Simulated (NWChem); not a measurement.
Molecule: CH$_{3}$BCl$_{2}$O; SMILES O(B(Cl)Cl)C

```xyz
8

B     -0.0931     0.1643     0.0000
Cl    -0.3503     1.9101     0.0000
Cl     1.5687    -0.4687     0.0000
O     -1.1755    -0.6320     0.0000
C     -1.1724    -2.0541     0.0000
H     -1.7131    -2.4097     0.8999
H     -1.7131    -2.4097    -0.8999
H     -0.1427    -2.4649     0.0000
```
Atoms are numbered in this order, from 1.

All runs: NWChem. Pople sets run with spherical d functions. STO-3G and 3-21G are far too small for this property and stand as cheap habits. All runs use the structure optimised with PBE-D3(BJ)/def2-SVP. Field at 589 nm.

Order these by “anisotropy (bohr³)”, lowest first: B3LYP/def2-SVPD; B3LYP/STO-3G; B3LYP/aug-cc-pVDZ; B3LYP/6-31G*.

B3LYP/STO-3G (22.2), B3LYP/def2-SVPD (23.3), B3LYP/aug-cc-pVDZ (24.2), B3LYP/6-31G* (26.9)
